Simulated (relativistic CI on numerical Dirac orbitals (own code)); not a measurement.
Pb14+: computed level list

Computed by Dirac-Coulomb-Breit CI, orbitals from a KLI potential per configuration, model QED (radiative potential, 1s self-energy scaled to tabulated hydrogen-like ionisation energies), unscaled Slater integrals (own radial code, finite nucleus).

Configuration list (outside the closed core [Kr] 4d10): 4f¹⁴5s²5p⁶, 4f¹⁴5s²5p⁵5d, 4f¹⁴5s5p⁶5d, 4f¹⁴5s²5p⁵5f, 4f¹⁴5s²5p⁵5g, 4f¹⁴5s5p⁶5f, 4f¹⁴5s²5p⁵6s, 4f¹³5s²5p⁶5d, 4f¹⁴5s²5p⁵6p, 4f¹⁴5s5p⁶5g, 4f¹⁴5p⁶5d², 4f¹⁴5p⁵5d³, 4f¹⁴5p⁵5d²5f, 4f¹⁴5p⁵5d²5g, 4f¹⁴5p⁵5d²6s. Double excitations out of closed p, d and f shells are left out; levels of such configurations are missing from the list, as are those of other unlisted configurations, and high levels can miss mixing partners. These lack a partner that the ground configuration has and come out too high: 4f¹³5s²5p⁶5d, 4f¹⁴5s²5p⁵6p.

```
No.  Configuration  Term  J  E (cm⁻¹)    %  Lifetime (s)        jj configuration (%)
  1     4f¹⁴5s²5p⁶    ¹S  0         0  100                              closed (100)
  2   4f¹⁴5s²5p⁵5d   ³P°  0    520060  100                       5p3/2^3 5d3/2 (100)
  3   4f¹⁴5s²5p⁵5d   ³P°  1    533496   81      9.82e-08          5p3/2^3 5d3/2 (87)
  4   4f¹⁴5s²5p⁵5d   ³F°  3    547821   61      1.36e-01          5p3/2^3 5d3/2 (99)
  5   4f¹⁴5s²5p⁵5d   ³D°  2    552278   53      9.11e-03          5p3/2^3 5d3/2 (94)
  6   4f¹⁴5s²5p⁵5d   ³F°  4    568171  100      9.68e-03         5p3/2^3 5d5/2 (100)
  7   4f¹⁴5s²5p⁵5d   ¹D°  2    578081   51      7.27e-04          5p3/2^3 5d5/2 (94)
  8   4f¹⁴5s²5p⁵5d   ³D°  3    598364   66      9.40e-04          5p3/2^3 5d5/2 (99)
  9   4f¹⁴5s²5p⁵5d   ³D°  1    652790   57      5.07e-12          5p3/2^3 5d5/2 (74)
 10   4f¹⁴5s²5p⁵5d   ³F°  2    757373   70      5.68e-06    5p1/2 5p3/2^4 5d3/2 (99)
 11   4f¹⁴5s²5p⁵5d   ³D°  2    794805   41      5.77e-06    5p1/2 5p3/2^4 5d5/2 (99)
 12   4f¹⁴5s²5p⁵5d   ³F°  3    802552   38      5.00e-06    5p1/2 5p3/2^4 5d5/2 (99)
 13   4f¹⁴5s²5p⁵5d   ¹P°  1    843872   70      1.13e-12    5p1/2 5p3/2^4 5d3/2 (85)
 14   4f¹⁴5s²5p⁵6s   ³P°  2   1029915  100      3.07e-07            5p3/2^3 6s (100)
 15   4f¹⁴5s²5p⁵6s   ¹P°  1   1037229   65      4.90e-12            5p3/2^3 6s (100)
 16    4f¹⁴5s5p⁶5d    ³D  1   1137364   67      1.93e-11               5s 5d3/2 (67)
 17    4f¹⁴5s5p⁶5d    ³D  2   1150436   65      1.49e-11               5s 5d3/2 (53)
 18   4f¹³5s²5p⁶5d   ³P°  2   1166774   75      4.72e-06          4f7/2^7 5d3/2 (95)
 19   4f¹³5s²5p⁶5d   ³H°  5   1175611   53      6.61e-06          4f7/2^7 5d3/2 (99)
 20   4f¹⁴5s²5p⁵6p    ³P  1   1178029   45      7.69e-12          5p3/2^3 6p1/2 (98)
 21    4f¹⁴5s5p⁶5d    ³D  3   1178369   68      1.01e-11               5s 5d5/2 (68)
 22   4f¹⁴5s²5p⁵6p    ³D  2   1182467   50      6.95e-12          5p3/2^3 6p1/2 (97)
 23   4f¹³5s²5p⁶5d   ³D°  3   1183287   45      5.00e-06          4f7/2^7 5d3/2 (99)
 24   4f¹³5s²5p⁶5d   ³G°  4   1187221   42      5.65e-06          4f7/2^7 5d3/2 (98)
 25   4f¹³5s²5p⁶5d   ³P°  1   1205357   73      2.96e-10          4f7/2^7 5d5/2 (53)
 26   4f¹³5s²5p⁶5d   ³H°  6   1207483  100      6.43e-06         4f7/2^7 5d5/2 (100)
 27   4f¹³5s²5p⁶5d   ¹D°  2   1210994   43      5.88e-06          4f7/2^7 5d5/2 (94)
 28   4f¹³5s²5p⁶5d   ³H°  4   1213292   82      1.11e-05  4f5/2^5 4f7/2^8 5d3/2 (86)
 29   4f¹³5s²5p⁶5d   ³D°  3   1220421   48      5.30e-06          4f7/2^7 5d5/2 (94)
 30   4f¹³5s²5p⁶5d   ¹D°  2   1220693   46      6.73e-06  4f5/2^5 4f7/2^8 5d3/2 (98)
 31   4f¹³5s²5p⁶5d   ³F°  4   1221633   47      5.59e-06          4f7/2^7 5d5/2 (87)
 32   4f¹³5s²5p⁶5d   ³G°  5   1223103   82      5.89e-06          4f7/2^7 5d5/2 (98)
 33   4f¹⁴5s²5p⁵5f    ³G  5   1224842  100      3.78e-12         5p3/2^3 5f7/2 (100)
 34   4f¹⁴5s²5p⁵5f    ³G  4   1226809   59      3.54e-12          5p3/2^3 5f5/2 (99)
 35    4f¹⁴5s5p⁶5d    ¹D  2   1227870   81      4.79e-12               5s 5d5/2 (42)
 36   4f¹³5s²5p⁶5d   ³G°  3   1230043   58      1.29e-05  4f5/2^5 4f7/2^8 5d3/2 (96)
 37   4f¹³5s²5p⁶5d   ³P°  0   1235323   98      1.03e-05  4f5/2^5 4f7/2^8 5d5/2 (98)
 38   4f¹⁴5s²5p⁵5f    ¹F  3   1237476   38      3.39e-12          5p3/2^3 5f5/2 (93)
 39   4f¹³5s²5p⁶5d   ¹P°  1   1239610   59      3.17e-12  4f5/2^5 4f7/2^8 5d3/2 (55)
 40   4f¹⁴5s²5p⁵5f    ³F  4   1245136   67      3.72e-12          5p3/2^3 5f7/2 (99)
 41   4f¹⁴5s²5p⁵5f    ³D  1   1248337   57      1.75e-12          5p3/2^3 5f5/2 (57)
 42   4f¹⁴5s²5p⁵6s   ³P°  0   1249509   98      1.71e-07       5p1/2 5p3/2^4 6s (98)
 43   4f¹⁴5s²5p⁵6p    ³D  3   1250350   86      4.58e-12          5p3/2^3 6p3/2 (86)
 44   4f¹³5s²5p⁶5d   ³D°  1   1250723   41      5.59e-12  4f5/2^5 4f7/2^8 5d5/2 (74)
 45   4f¹³5s²5p⁶5d   ³H°  5   1250774   47      1.36e-05  4f5/2^5 4f7/2^8 5d5/2 (99)
 46   4f¹⁴5s²5p⁵5f    ³F  2   1250810   47      2.71e-12          5p3/2^3 5f5/2 (77)
 47   4f¹⁴5s²5p⁵6p    ¹P  1   1252913   49      5.63e-12          5p3/2^3 6p3/2 (84)
 48   4f¹⁴5s²5p⁵6s   ³P°  1   1252983   62      5.59e-12       5p1/2 5p3/2^4 6s (96)
 49   4f¹³5s²5p⁶5d   ³D°  2   1254874   49      4.16e-06  4f5/2^5 4f7/2^8 5d5/2 (99)
 50    4f¹⁴5s5p⁶5d    ³D  3   1259201   25      2.64e-12          5p3/2^3 5f7/2 (58)
 51   4f¹³5s²5p⁶5d   ³F°  3   1260886   46      5.33e-06  4f5/2^5 4f7/2^8 5d5/2 (99)
 52   4f¹⁴5s²5p⁵6p    ³P  2   1262150   57      5.12e-12          5p3/2^3 6p3/2 (86)
 53   4f¹³5s²5p⁶5d   ³G°  4   1262948   54      1.17e-05  4f5/2^5 4f7/2^8 5d5/2 (99)
 54   4f¹⁴5s²5p⁵5f    ¹D  2   1267936   39      2.52e-12          5p3/2^3 5f7/2 (67)
 55   4f¹⁴5s²5p⁵6p    ¹S  0   1281078   57      9.92e-12          5p3/2^3 6p3/2 (99)
 56   4f¹⁴5s²5p⁵6p    ³D  1   1399409   72      7.98e-12   5p1/2 5p3/2^4 6p1/2 (100)
 57   4f¹⁴5s²5p⁵6p    ³P  0   1420949   57      9.26e-12    5p1/2 5p3/2^4 6p1/2 (99)
 58   4f¹⁴5s²5p⁵5f    ³G  3   1444645   70      3.42e-12    5p1/2 5p3/2^4 5f5/2 (99)
 59   4f¹⁴5s²5p⁵5f    ³G  4   1453954   38      3.79e-12   5p1/2 5p3/2^4 5f7/2 (100)
 60   4f¹⁴5s²5p⁵5f    ³D  3   1456806   50      2.90e-12    5p1/2 5p3/2^4 5f7/2 (97)
 61   4f¹⁴5s²5p⁵5f    ³F  2   1463172   41      3.51e-12    5p1/2 5p3/2^4 5f5/2 (95)
 62   4f¹⁴5s²5p⁵6p    ³P  1   1473936   53      7.87e-12   5p1/2 5p3/2^4 6p3/2 (100)
 63   4f¹⁴5s²5p⁵6p    ³D  2   1476401   46      7.36e-12    5p1/2 5p3/2^4 6p3/2 (96)
 64   4f¹⁴5s²5p⁵5g   ³F°  2   1672425   96      7.27e-12          5p3/2^3 5g7/2 (96)
 65   4f¹⁴5s²5p⁵5g   ³F°  3   1677565   76      7.54e-12          5p3/2^3 5g9/2 (62)
 66   4f¹⁴5s²5p⁵5g   ³H°  6   1682710  100      6.88e-12         5p3/2^3 5g9/2 (100)
 67   4f¹⁴5s²5p⁵5g   ³H°  5   1686175   54      6.88e-12         5p3/2^3 5g7/2 (100)
 68   4f¹⁴5s²5p⁵5g   ³F°  4   1686759   47      7.14e-12          5p3/2^3 5g9/2 (93)
 69   4f¹⁴5s²5p⁵5g   ¹G°  4   1694857   38      6.74e-12          5p3/2^3 5g7/2 (95)
 70   4f¹⁴5s²5p⁵5g   ³G°  5   1695474   69      6.94e-12         5p3/2^3 5g9/2 (100)
```

Energies count from the lowest computed level; ° marks odd parity; lifetimes are radiative, by E1, M1, E2, M2, E3 decay to levels of this space only; some are left blank where a channel outside the calculation adds to the decay or the decay crosses a small, uncertain gap. Filled j subshells are mostly left out of the jj labels.

The mean weight of the leading LS term, summed over parents, in these 70 levels is 62 %, and that of the leading jj configuration (from the same eigenvectors) 90 %, so jj coupling describes them better and the LS labels are nominal.

At this charge energies of transitions that change n are usually good to better than 1 %, and those within a shell (Δn = 0) to a few per cent. Levels and lines within the n = 5 or 6 shells can be off by up to 10 % or somewhat more, and those that change n by about 2 %, since core polarisation is missing.

LS names give the leading component of a level, which can be under half, so a name can repeat, a term be missing and a line seem to break the LS rules.
